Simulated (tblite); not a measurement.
C₅H₁₅GaGe.
SMILES with atom numbers: `[CH3:1][C@H:2]([GaH2:3])[Ge:4]([CH3:5])([CH3:6])[CH3:7]` (hydrogens: H8, H9, H10 on C1; H11 on C2; H12, H13 on Ga3; H14, H15, H16 on C5; H17, H18, H19 on C6; H20, H21, H22 on C7)

Computed with GFN2-xTB (tblite), gas phase: L-BFGS steps from a force-field or distance-geometry start until the largest atomic force falls under 0.01 eV/Å.

Step 47: E = -582.6183 eV
```
atom  x, y, z in Å  |  force x, y, z in eV/Å
C1      1.3055   -1.8939   -0.5135   -0.025   0.023   0.016
C2      1.1263   -0.3814   -0.6936    0.006  -0.006   0.001
Ga3     2.4506    0.6785    0.4102   -0.025   0.013   0.064
Ge4    -0.6824    0.2409   -0.0653    0.074  -0.110  -0.060
C5     -0.5905    2.2244   -0.0545    0.013   0.064  -0.014
C6     -1.0004   -0.3505    1.8032    0.003   0.004   0.000
C7     -2.0648   -0.4664   -1.3174   -0.029  -0.031  -0.029
H8      1.3498   -2.1219    0.5519    0.006  -0.094   0.058
H9      0.4853   -2.4646   -0.9525   -0.088   0.050   0.018
H10     2.2281   -2.2515   -0.9725    0.105   0.059  -0.018
H11     1.2074   -0.1117   -1.7540   -0.010  -0.022  -0.013
H12     2.6113    0.4094    1.9678    0.023  -0.010  -0.027
H13     3.3515    1.8805   -0.0926    0.014   0.028  -0.006
H14     0.2409    2.5191    0.5903    0.037   0.013   0.020
H15    -0.3937    2.6201   -1.0473   -0.011  -0.006  -0.031
H16    -1.4912    2.6948    0.3273   -0.041  -0.018  -0.009
H17    -0.4031    0.2607    2.4783   -0.014  -0.029  -0.020
H18    -0.7219   -1.3905    1.9536   -0.038   0.027  -0.042
H19    -2.0489   -0.2363    2.0640    0.015   0.003   0.042
H20    -3.0164    0.0454   -1.2198    0.022   0.030   0.056
H21    -2.2278   -1.5220   -1.1201   -0.023  -0.009  -0.001
H22    -1.7261   -0.3637   -2.3445   -0.012   0.022  -0.004
```

Step 48: E = -582.6201 eV
```
atom  x, y, z in Å  |  force x, y, z in eV/Å
C1      1.3087   -1.8963   -0.5115   -0.014  -0.050   0.011
C2      1.1254   -0.3848   -0.6919    0.063  -0.018  -0.009
Ga3     2.4438    0.6785    0.4129    0.025   0.054   0.058
Ge4    -0.6790    0.2394   -0.0676    0.000  -0.075  -0.053
C5     -0.5891    2.2246   -0.0568    0.017   0.052  -0.006
C6     -0.9991   -0.3499    1.8011   -0.006  -0.002  -0.006
C7     -2.0679   -0.4647   -1.3160   -0.026  -0.032  -0.028
H8      1.3364   -2.1264    0.5565    0.016  -0.086  -0.028
H9      0.4953   -2.4674   -0.9661   -0.059   0.062   0.051
H10     2.2396   -2.2543   -0.9612    0.027   0.106   0.042
H11     1.2115   -0.1147   -1.7510   -0.012  -0.017  -0.035
H12     2.6216    0.4060    1.9669    0.018  -0.014  -0.016
H13     3.3373    1.8914   -0.0907   -0.009   0.002   0.002
H14     0.2429    2.5219    0.5864    0.040   0.004   0.022
H15    -0.3944    2.6216   -1.0494   -0.017  -0.008  -0.034
H16    -1.4894    2.6936    0.3283   -0.038  -0.025  -0.019
H17    -0.3936    0.2547    2.4753   -0.023  -0.035  -0.020
H18    -0.7307   -1.3934    1.9478   -0.040   0.036  -0.033
H19    -2.0468   -0.2262    2.0635    0.039   0.003   0.043
H20    -3.0199    0.0459   -1.2108    0.040   0.020   0.053
H21    -2.2278   -1.5216   -1.1215   -0.026  -0.001  -0.001
H22    -1.7352   -0.3586   -2.3450   -0.015   0.025   0.004
```

Task: Estimate the geometry and energy of step 49. (The exact step hangs on the optimiser's Hessian estimate; all steps are aligned on step 48, rigid shifts and turns removed.)

Result: E = -582.6223 eV, largest force 0.128 eV/Å
```
atom  x, y, z in Å  |  force x, y, z in eV/Å
C1      1.3118   -1.8983   -0.5094   -0.003  -0.055  -0.003
C2      1.1262   -0.3873   -0.6889    0.107  -0.018  -0.011
Ga3     2.4388    0.6805    0.4180    0.060   0.074   0.024
Ge4    -0.6753    0.2365   -0.0705   -0.071  -0.002  -0.026
C5     -0.5891    2.2261   -0.0592    0.017   0.009   0.001
C6     -0.9988   -0.3501    1.7988   -0.013   0.000  -0.029
C7     -2.0707   -0.4637   -1.3155   -0.009  -0.020  -0.016
H8      1.3356   -2.1328    0.5577    0.023  -0.075  -0.029
H9      0.4997   -2.4668   -0.9681   -0.072   0.038   0.042
H10     2.2441   -2.2552   -0.9587    0.011   0.115   0.056
H11     1.2151   -0.1162   -1.7471   -0.006  -0.017  -0.047
H12     2.6300    0.4055    1.9663    0.014  -0.019   0.014
H13     3.3339    1.8942   -0.0896   -0.027  -0.014   0.009
H14     0.2420    2.5270    0.5841    0.030  -0.006   0.014
H15    -0.3959    2.6227   -1.0523   -0.019  -0.007  -0.029
H16    -1.4918    2.6914    0.3264   -0.023  -0.033  -0.028
H17    -0.3900    0.2496    2.4733   -0.012  -0.023  -0.008
H18    -0.7362   -1.3947    1.9424   -0.032   0.011  -0.022
H19    -2.0455   -0.2224    2.0623    0.033   0.008   0.041
H20    -3.0203    0.0498   -1.2030    0.040   0.014   0.047
H21    -2.2314   -1.5204   -1.1220   -0.031  -0.006  -0.001
H22    -1.7426   -0.3558   -2.3456   -0.017   0.025   0.000
```

The energy changes by -0.0022 eV. The first-order estimate −F·Δx gives -0.0028 eV and the mean of the old and new forces, exact on a quadratic surface, -0.0021 eV. The step makes an angle of 69° with the force vector and moves no atom by more than 0.009 Å.

What follows is the cost of the whole relaxation. Time: 3.5 s wall. Hardware: an Arm Neoverse N1 with one thread, shared host.
